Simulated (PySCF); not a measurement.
C$_{3}$F$_{5}$O (SMILES O=C([C](F)F)C(F)(F)F), doublet (typed; the unrestricted solution is spin-contaminated), at a GFN2-xTB geometry; MP2/STO-3G (PySCF).

Input for PySCF:
```python
from pyscf import gto, scf, mp

mol = gto.M(
    atom='''
O     0.47815048    0.78701659    1.72183290
C     0.31667736    0.29403693    0.62018288
C     1.36116504   -0.02561886   -0.28654524
F     2.62247885    0.18041603   -0.02599835
F     1.18233591   -0.55486511   -1.46832239
C    -1.10346250   -0.04784240    0.07520924
F    -2.04367988    0.26606422    0.95131728
F    -1.35657716    0.61600942   -1.06031737
F    -1.21250029   -1.35424531   -0.19976189
''',
    basis='sto-3g',
    spin=1,
    verbose=4,
)

mf = scf.UHF(mol)
mf.kernel()

pt = mp.MP2(mf)
pt.kernel()
print('E(MP2) = %.10f' % pt.e_tot)
mf.analyze()
```

Problem. Write the output that PySCF gives for this input, abridged.

Solution. 
```
PySCF version 2.14.0

[INPUT] verbose = 4
[INPUT] num. atoms = 9
[INPUT] num. electrons = 71
[INPUT] charge = 0
[INPUT] spin (= nelec alpha-beta = 2S) = 1
[INPUT] symmetry False subgroup None
[INPUT] Mole.unit = angstrom
[INPUT] Symbol           X                Y                Z      unit          X                Y                Z       unit  Magmom
[INPUT]  1 O      0.478150480000   0.787016590000   1.721832900000 AA    0.903573453529   1.487245810589   3.253792613266 Bohr   0.0
[INPUT]  2 C      0.316677360000   0.294036930000   0.620182880000 AA    0.598433480250   0.555649268208   1.171975790344 Bohr   0.0
[INPUT]  3 C      1.361165040000  -0.025618860000  -0.286545240000 AA    2.572229135933  -0.048412629024  -0.541492025898 Bohr   0.0
[INPUT]  4 F      2.622478850000   0.180416030000  -0.025998350000 AA    4.955766793964   0.340936885181  -0.049129761191 Bohr   0.0
[INPUT]  5 F      1.182335910000  -0.554865110000  -1.468322390000 AA    2.234291057138  -1.048543093977  -2.774727179667 Bohr   0.0
[INPUT]  6 C     -1.103462500000  -0.047842400000   0.075209240000 AA   -2.085241913728  -0.090409033142   0.142124865637 Bohr   0.0
[INPUT]  7 F     -2.043679880000   0.266064220000   0.951317280000 AA   -3.861995259484   0.502788507346   1.797729116766 Bohr   0.0
[INPUT]  8 F     -1.356577160000   0.616009420000  -1.060317370000 AA   -2.563559299240   1.164089093952  -2.003709434419 Bohr   0.0
[INPUT]  9 F     -1.212500290000  -1.354245310000  -0.199761890000 AA   -2.291293474056  -2.559152741377  -0.377495262225 Bohr   0.0

nuclear repulsion = 499.733814662788
number of shells = 27
number of NR pGTOs = 135
number of NR cGTOs = 45
basis = sto-3g
ecp = {}

******** <class 'pyscf.scf.uhf.UHF'> ********
method = UHF
initial guess = minao
damping factor = 0
level_shift factor = 0
DIIS = <class 'pyscf.scf.diis.CDIIS'>
diis_start_cycle = 1
diis_space = 8
diis_damp = 0
SCF conv_tol = 1e-09
SCF conv_tol_grad = None
SCF max_cycles = 50
direct_scf = True
direct_scf_tol = 1e-13
number electrons alpha = 36  beta = 35
Set gradient conv threshold to 3.16228e-05
init E= -677.985057174539

cycle= 1 E= -675.656511563068  delta_E= 2.33  |g|= 0.834  |ddm|= 3.08
cycle= 2 E= -675.969411709897  delta_E= -0.313  |g|= 0.614  |ddm|= 1.73
cycle= 3 E= -676.167856574409  delta_E= -0.198  |g|= 0.0977  |ddm|= 0.772
cycle= 4 E= -676.183430439037  delta_E= -0.0156  |g|= 0.0641  |ddm|= 0.195
cycle= 5 E= -676.194753048454  delta_E= -0.0113  |g|= 0.0432  |ddm|= 0.197
cycle= 6 E= -676.203303036026  delta_E= -0.00855  |g|= 0.0198  |ddm|= 0.229
cycle= 7 E= -676.204828303697  delta_E= -0.00153  |g|= 0.00631  |ddm|= 0.0989
cycle= 8 E= -676.204957373787  delta_E= -0.000129  |g|= 0.00242  |ddm|= 0.0274
cycle= 9 E= -676.204975483104  delta_E= -1.81e-05  |g|= 0.000662  |ddm|= 0.0128
cycle= 10 E= -676.204976340861  delta_E= -8.58e-07  |g|= 0.000267  |ddm|= 0.00252
cycle= 11 E= -676.204976461645  delta_E= -1.21e-07  |g|= 0.000104  |ddm|= 0.000836
cycle= 12 E= -676.20497648312  delta_E= -2.15e-08  |g|= 3.41e-05  |ddm|= 0.00039
cycle= 13 E= -676.204976485104  delta_E= -1.98e-09  |g|= 1.46e-05  |ddm|= 0.000101
cycle= 14 E= -676.20497648552  delta_E= -4.15e-10  |g|= 5.22e-06  |ddm|= 5.05e-05
Extra cycle  E= -676.204976485555  delta_E= -3.5e-11  |g|= 3.13e-06  |ddm|= 9.9e-06
converged SCF energy = -676.204976485555  <S^2> = 0.99928303  2S+1 = 2.2354266

******** <class 'pyscf.mp.ump2.UMP2'> ********
nocc = (np.int64(36), np.int64(35)), nmo = (45, 45)
E(UMP2) = -676.446508738658  E_corr = -0.241532253103343
E(SCS-UMP2) = -676.452071325593  E_corr = -0.247094840038668
E_corr(same-spin) = -0.0493198427138575
E_corr(oppo-spin) = -0.192212410389485
E(MP2) = -676.4465087387
**** SCF Summaries ****
Total Energy =                        -676.204976485554653
Nuclear Repulsion Energy =             499.733814662788234
One-electron Energy =                -1940.731453365493508
Two-electron Energy =                  764.792662217150564
Two-electron Coulomb Energy =          839.938517568994257
DFT Exchange-Correlation Energy =      -75.145855351843693
**** MO energy ****
                             alpha | beta                alpha | beta
MO #1   energy= -26.0380508850146  | -26.0358198141705  occ= 1 | 1
MO #2   energy= -26.0345408224148  | -26.0321561597461  occ= 1 | 1
MO #3   energy= -25.9882761737315  | -25.9882606048037  occ= 1 | 1
MO #4   energy= -25.9806671427236  | -25.9809250449692  occ= 1 | 1
MO #5   energy= -25.9805049160845  | -25.9807636813967  occ= 1 | 1
MO #6   energy= -20.3655003430502  | -20.3443007299781  occ= 1 | 1
MO #7   energy= -11.2973226906275  | -11.2959318892758  occ= 1 | 1
MO #8   energy= -11.2201023826237  | -11.1991175853894  occ= 1 | 1
MO #9   energy= -11.151412786087   | -11.1686231904219  occ= 1 | 1
MO #10  energy= -1.6347194662493   | -1.63293009584325  occ= 1 | 1
MO #11  energy= -1.62896978855174  | -1.61585535151125  occ= 1 | 1
MO #12  energy= -1.55981756460235  | -1.5502725412788   occ= 1 | 1
MO #13  energy= -1.52735058799012  | -1.52775685900589  occ= 1 | 1
MO #14  energy= -1.52182636160744  | -1.5233234295807   occ= 1 | 1
MO #15  energy= -1.42204397742044  | -1.34601231437669  occ= 1 | 1
MO #16  energy= -1.00107677264754  | -0.980666926888312 occ= 1 | 1
MO #17  energy= -0.875241056999537 | -0.857899306994343 occ= 1 | 1
MO #18  energy= -0.762627403173802 | -0.758356119357543 occ= 1 | 1
MO #19  energy= -0.729888228600018 | -0.727174077919193 occ= 1 | 1
MO #20  energy= -0.705710478604999 | -0.688061433409315 occ= 1 | 1
MO #21  energy= -0.689697490035283 | -0.684416528740953 occ= 1 | 1
MO #22  energy= -0.678334286168789 | -0.653524378008699 occ= 1 | 1
MO #23  energy= -0.657022224503864 | -0.618973787008813 occ= 1 | 1
MO #24  energy= -0.618640070459421 | -0.595449515784234 occ= 1 | 1
MO #25  energy= -0.584578148784255 | -0.542588043433669 occ= 1 | 1
MO #26  energy= -0.568120677230306 | -0.534368949745944 occ= 1 | 1
MO #27  energy= -0.547718163855148 | -0.522136719683547 occ= 1 | 1
MO #28  energy= -0.528073892313862 | -0.520017448022775 occ= 1 | 1
MO #29  energy= -0.524782041004538 | -0.511111033303068 occ= 1 | 1
MO #30  energy= -0.520839084295102 | -0.496269736173071 occ= 1 | 1
MO #31  energy= -0.50190355819724  | -0.494432859877311 occ= 1 | 1
MO #32  energy= -0.49407927098962  | -0.480310463036336 occ= 1 | 1
MO #33  energy= -0.479299651944419 | -0.477758312540382 occ= 1 | 1
MO #34  energy= -0.476494896761001 | -0.459827578254237 occ= 1 | 1
MO #35  energy= -0.37060459613879  | -0.350346521540335 occ= 1 | 1
MO #36  energy= -0.304555812375706 | 0.225656684041505  occ= 1 | 0
MO #37  energy= 0.272609581312561  | 0.383993728065001  occ= 0 | 0
MO #38  energy= 0.508070869263554  | 0.514921068289294  occ= 0 | 0
MO #39  energy= 0.543533390143963  | 0.564094889443848  occ= 0 | 0
MO #40  energy= 0.571340843996258  | 0.580462275130175  occ= 0 | 0
MO #41  energy= 0.621685254512758  | 0.617380219607769  occ= 0 | 0
MO #42  energy= 0.662023172582942  | 0.6619307669424    occ= 0 | 0
MO #43  energy= 0.680758527330038  | 0.691020274619501  occ= 0 | 0
MO #44  energy= 0.833860027040231  | 0.837388738717195  occ= 0 | 0

To work with the spin densities directly, `use mulliken_meta_spin()` only printing them here.

 ** Mulliken spin pop alpha/beta on meta-lowdin orthogonal AOs **
 ** Mulliken Spin Density (per AO)  **
spin_pop of  0 O 1s       -0.00001
spin_pop of  0 O 2s        0.01396
spin_pop of  0 O 2px       0.00627
spin_pop of  0 O 2py       0.58600
spin_pop of  0 O 2pz       0.13735
spin_pop of  1 C 1s        0.00002
spin_pop of  1 C 2s       -0.05746
spin_pop of  1 C 2px      -0.04209
spin_pop of  1 C 2py      -0.38778
spin_pop of  1 C 2pz      -0.10954
spin_pop of  2 C 1s       -0.00002
spin_pop of  2 C 2s        0.06486
spin_pop of  2 C 2px       0.03245
spin_pop of  2 C 2py       0.52546
spin_pop of  2 C 2pz       0.12435
spin_pop of  3 F 1s        0.00000
spin_pop of  3 F 2s        0.00356
spin_pop of  3 F 2px      -0.03104
spin_pop of  3 F 2py       0.06253
spin_pop of  3 F 2pz       0.01065
spin_pop of  4 F 1s        0.00000
spin_pop of  4 F 2s        0.00353
spin_pop of  4 F 2px      -0.00012
spin_pop of  4 F 2py       0.05519
spin_pop of  4 F 2pz      -0.01708
spin_pop of  5 C 1s       -0.00000
spin_pop of  5 C 2s        0.00846
spin_pop of  5 C 2px       0.01673
spin_pop of  5 C 2py       0.00633
spin_pop of  5 C 2pz       0.00550
spin_pop of  6 F 1s        0.00000
spin_pop of  6 F 2s        0.00012
spin_pop of  6 F 2px       0.00032
spin_pop of  6 F 2py      -0.00028
spin_pop of  6 F 2pz      -0.00079
spin_pop of  7 F 1s        0.00000
spin_pop of  7 F 2s        0.00023
spin_pop of  7 F 2px      -0.00045
spin_pop of  7 F 2py      -0.00055
spin_pop of  7 F 2pz      -0.00796
spin_pop of  8 F 1s        0.00000
spin_pop of  8 F 2s        0.00023
spin_pop of  8 F 2px       0.00011
spin_pop of  8 F 2py      -0.00755
spin_pop of  8 F 2pz      -0.00151
 ** Mulliken Spin Density (per atom)  **
spin density of  0 O =      0.74358
spin density of  1 C =     -0.59686
spin density of  2 C =      0.74711
spin density of  3 F =      0.04571
spin density of  4 F =      0.04152
spin density of  5 C =      0.03702
spin density of  6 F =     -0.00063
spin density of  7 F =     -0.00872
spin density of  8 F =     -0.00872
 ** Mulliken pop alpha/beta on meta-lowdin orthogonal AOs **
 ** Mulliken pop       alpha | beta **
In total            36.00000 | 35.00000
 ** Mulliken atomic charges   ( Nelec_alpha | Nelec_beta ) **
charge of  0O =     -0.08235  (     4.41296      3.66939 )
charge of  1C =      0.02544  (     2.68885      3.28571 )
charge of  2C =      0.18596  (     3.28057      2.53346 )
charge of  3F =     -0.05773  (     4.55172      4.50601 )
charge of  4F =     -0.05943  (     4.55047      4.50896 )
charge of  5C =      0.33725  (     2.84988      2.81287 )
charge of  6F =     -0.10917  (     4.55427      4.55490 )
charge of  7F =     -0.11999  (     4.55563      4.56435 )
charge of  8F =     -0.11999  (     4.55563      4.56435 )
Dipole moment(X, Y, Z, Debye):  0.70632, -0.13085, -0.41784
```
